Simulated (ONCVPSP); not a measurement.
## Cr, ONCV: configuration errors across variants

* Element: Cr
* Generator: ONCVPSP 4.0.1
* Type: optimised norm-conserving Vanderbilt (ONCV)
* Functional: PBEsol
* Relativity: scalar-relativistic
* Frozen core: [Ne]
* Valence charge: 14
* Reference configuration: 3s2 3p6 3d5 (charge +1)
* Partial waves: 3s: rc 0.85 bohr, ncon 4, nbas 7, qcut 8.4 1/bohr, 1 projector; 3p: rc 1.20 bohr, ncon 3, nbas 6, qcut 13.8 1/bohr, 2 projectors, debl 0.5 Ha; 3d: rc 2.15 bohr, ncon 5, nbas 9, qcut 7 1/bohr, 2 projectors, debl 1.8 Ha; f scattering state at 0.03 Ha: rc 1.90 bohr, ncon 3, nbas 6, qcut 6.7 1/bohr, 2 projectors, debl 3.6 Ha
* Local potential: polynomial inside 0.85 bohr (lpopt 1, dvloc0 2 Ha)
* Core correction: Teter function, fcfact 5.25, rcfact 1.35

In the p channel the program set the typed energies aside and used -1.923, 0.250 Ha.

All-electron excitation energies from the reference (eV): (1) 3s2 3p6 3d5 4s1 -6.874; (2) 3s2 3p6 3d4 16.015; (3) 3s2 3p6 3d3 46.720; (4) 3s2 3p6 3d5.5 4s0.5 -6.154.

2 further variants failed, have other tests or another functional or relativity, and are left out.

Errors AE − PS in meV (a dash: test not solved or not reliable):

```tsv
change	(1)	(2)	(3)	(4)	bound ghosts	GHOST(+) flags above zero
base	+56	+54	+476	+18	none	none
f: rc 2.76	+56	+54	+476	+18	none	f
f: debl 0.25	+56	+54	+476	+18	none	none
core correction Teter function, fcfact 5.25, rcfact 1.46	+56	+54	+476	+18	none	none
s: nbas 8	+59	+54	+476	+19	none	none
```

Question: Give the same row for: s: ncon 3, nbas 6.

Answer: +64, +54, +476, +22; bound ghosts: none; GHOST(+) flags above zero: none.
